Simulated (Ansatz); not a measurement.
A series at Si: from `CN(C)[Si](O)(O)O`, ligands are replaced one by one, each step taking up H₂ and setting free H₂O; n counts the steps. Ansatz, PBE0-D4/def2-TZVP geometries. Each molecule was computed in one conformer, which needn't be the lowest.

CBS adds triple-zeta CCSD(T) − MP2 to the MP2 limit, frozen cores; atoms without spin–orbit coupling. 

| n | molecule | atomization energy, CCSD(T)/CBS (kJ/mol) |
| --- | --- | --- |
| 0 | `CN(C)[Si](O)(O)O` | ? |
| 1 | `CN(C)[SiH](O)O` | 5790.4 |
| 2 | `CN(C)[SiH2]O` | 5174.8 |
| 3 | `CN(C)[SiH3]` | 4566.6 |

Task: By hand: fit a straight line y = ȳ + b (n − n̄) to the 3 given rows and predict n = 0.

Result: n̄ = 2.000, ȳ = 5177.27; Σ(n − n̄)(y − ȳ) = -1223.80, Σ(n − n̄)² = 2.000, so b = -611.90 kJ/mol a step. Prediction: 5177.27 + (-611.90) × (-2.000) = 6401.1 kJ/mol.

Task: By hand: compare with the computed value, 6402.6 kJ/mol, and give the steps along the whole series.

Result: The line misses by 1.5 kJ/mol (computed minus predicted). Steps: -612.2, -615.6, -608.2 kJ/mol.

The steps differ by at most 7.4 kJ/mol, 1.2 % of a mean step, so the ligands' effects nearly add and a line is close. The miss is 0.1 % of the series' range. The energies themselves are unsure by some kJ/mol a bond, though much of that is common to the series.
